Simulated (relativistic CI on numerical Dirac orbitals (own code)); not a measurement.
**Calculated levels, Zn**

Method of calculation: Dirac-Coulomb-Breit CI, separate exchange-only KLI orbitals for each configuration, model QED (radiative potential, 1s self-energy scaled to tabulated hydrogen-like ionisation energies), valence Slater integrals scaled by 0.85, P86 correlation estimate, and configurations built on the next ion tied to the tabulated ionisation energy (semi-empirical) (own radial code, finite nucleus).

Configuration list (outside the closed core [Ar] 3d10): 4s2, 4s 4p, 4s 5s, 4s 4d, 4s 5d, 4s 5p, 4s 6s, 4s 4f, 4s 5f, 4p2, 4s 6p, 4s 5g, 4s 6d, 4s 6g, 4d2. Levels of other configurations are missing.

```csv
No.,Configuration,Term,J,E (eV),%,Landé g,Lifetime (s)
1,4s2,1S,0,0.0000,96,,
2,4s 4p,3P°,0,3.9941,100,,
3,4s 4p,3P°,1,4.0141,100,1.501,1.63e-04
4,4s 4p,3P°,2,4.0542,99,1.501,3.56e+02
5,4s 4p,1P°,1,6.0302,86,1.000,1.15e-09
6,4s 5s,3S,1,6.5758,100,2.002,7.40e-09
7,4s 5s,1S,0,6.8504,99,,
8,4s 5p,3P°,0,7.5183,99,,
9,4s 5p,3P°,1,7.5205,99,1.501,
10,4s 5p,3P°,2,7.5247,99,1.501,
11,4s 4d,1D,2,7.5762,93,1.000,2.08e-08
12,4s 4d,3D,1,7.6654,100,0.499,6.43e-09
13,4s 4d,3D,2,7.6656,100,1.167,6.45e-09
14,4s 4d,3D,3,7.6659,100,1.334,6.47e-09
15,4s 5p,1P°,1,7.9552,75,1.000,2.63e-09
16,4s 6s,3S,1,8.0770,100,2.002,1.26e-08
17,4s 6s,1S,0,8.1764,99,,
18,4s 5d,1D,2,8.4068,92,1.000,
19,4s 6p,3P°,0,8.4192,100,,9.63e-08
20,4s 6p,3P°,1,8.4206,100,1.501,9.56e-08
21,4s 6p,3P°,2,8.4235,100,1.501,9.43e-08
22,4s 5d,3D,1,8.4730,100,0.499,1.34e-08
23,4s 5d,3D,2,8.4731,100,1.167,1.35e-08
24,4s 5d,3D,3,8.4732,100,1.334,1.36e-08
25,4s 4f,3F°,4,8.5438,100,1.251,
26,4s 4f,3F°,3,8.5438,100,1.084,
27,4s 4f,3F°,2,8.5438,100,0.666,
28,4s 4f,1F°,3,8.5444,100,1.000,
29,4s 6p,1P°,1,8.6652,80,1.000,3.97e-09
30,4s 6d,1D,2,8.8056,94,1.000,1.85e-08
31,4s 6d,3D,1,8.8451,100,0.499,1.03e-08
32,4s 6d,3D,2,8.8452,100,1.167,1.02e-08
33,4s 6d,3D,3,8.8453,100,1.334,1.01e-08
34,4s 5f,3F°,4,8.8500,100,1.251,
35,4s 5f,3F°,3,8.8500,100,1.084,
36,4s 5f,3F°,2,8.8500,100,0.666,
37,4s 5g,1G,4,8.8501,89,1.006,
38,4s 5g,3G,5,8.8501,100,1.200,
39,4s 5g,3G,4,8.8501,89,1.045,
40,4s 5g,3G,3,8.8501,100,0.749,
41,4s 5f,1F°,3,8.8505,100,1.000,7.84e-08
42,4s 6g,1G,4,9.0164,92,1.004,
43,4s 6g,3G,5,9.0164,100,1.200,
44,4s 6g,3G,4,9.0164,92,1.046,
45,4s 6g,3G,3,9.0164,100,0.749,
46,4p2‡,3P,0,9.1032,100,,1.37e-09
47,4p2‡,3P,1,9.1230,100,1.501,1.36e-09
48,4p2‡,3P,2,9.1624,99,1.501,1.35e-09
```

Energies count from the lowest computed level; ° marks odd parity; lifetimes are radiative, by E1, M1, E2, M2, E3 decay to levels of this space only; some are left blank where a channel outside the calculation adds to the decay or the decay crosses a small, uncertain gap. ‡ marks configurations that were not tied to measured data.

The mean weight of the leading LS term, summed over parents, in these 48 levels is 97 %, and that of the leading jj configuration (from the same eigenvectors) 83 %, so LS coupling describes them better.

Configurations that consist of the next ion and one excited electron were tied to the tabulated ionisation energy; Rydberg ones are usually within 1,000 to 3,000 cm⁻¹ and the lowest ones within about 6,000 (9,000 in d shells), while levels on excited terms of the next ion carry the error of that term, and the other configurations can be misplaced by 10,000 cm⁻¹ or more. Rates follow the energies as ν³ (E1, M1) or ν⁵ (E2), so rates, branching and lifetimes can be off by large factors. The fine structure of a lone outer electron comes out too small, for d and f at times inverted, and misplaced configurations move strength between like terms. 13 of the 13 excited levels that our extract of the measured tables holds in this range could be paired (the sources list more); they are missed by 645 cm⁻¹ on average and 1891 at most, and levels without a partner can miss by more.
